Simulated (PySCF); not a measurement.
C4H10OSi, SMILES C[C@H]1OC[Si@H]1C. Coordinates come from a PBE0-D3(BJ)/def2-SVP optimisation. The structure was generated by enumeration; whether it is a known compound was not checked.

Give the equilibrium geometry at PBE0-D3(BJ)/def2-SVP (PySCF confirms it by a frequency run) as bond lengths and angles. (An estimate is asked for; the answer gives what the named calculation found.)


Atoms: C1 C2 O3 C4 Si5 C6 H7 H8 H9 H10 H11 H12 H13 H14 H15 H16. Bonded distances (Å): C1–C2 1.509, C1–H7 1.102, C1–H8 1.101, C1–H9 1.101, C2–O3 1.442, C2–Si5 1.914, C2–H10 1.110, O3–C4 1.433, C4–Si5 1.904, C4–H11 1.103, C4–H12 1.107, Si5–C6 1.874, Si5–H13 1.498, C6–H14 1.101, C6–H15 1.101, C6–H16 1.101. Angles (°): C2–C1–H7 110.4, C2–C1–H8 110.7, C2–C1–H9 111.6, H7–C1–H8 108.0, H7–C1–H9 107.6, H8–C1–H9 108.4, C1–C2–O3 111.1, C1–C2–Si5 122.7, C1–C2–H10 109.6, O3–C2–Si5 89.3, O3–C2–H10 109.8, Si5–C2–H10 112.4, C2–O3–C4 104.1, O3–C4–Si5 89.9, O3–C4–H11 110.7, O3–C4–H12 111.9, Si5–C4–H11 119.6, Si5–C4–H12 115.6, H11–C4–H12 107.9, C2–Si5–C4 72.9, C2–Si5–C6 115.5, C2–Si5–H13 119.2, C4–Si5–C6 115.7, C4–Si5–H13 119.1, C6–Si5–H13 110.3, Si5–C6–H14 111.1, Si5–C6–H15 110.9, Si5–C6–H16 110.4, H14–C6–H15 107.8, H14–C6–H16 108.3, H15–C6–H16 108.2.
Charge 0, spin multiplicity 1.
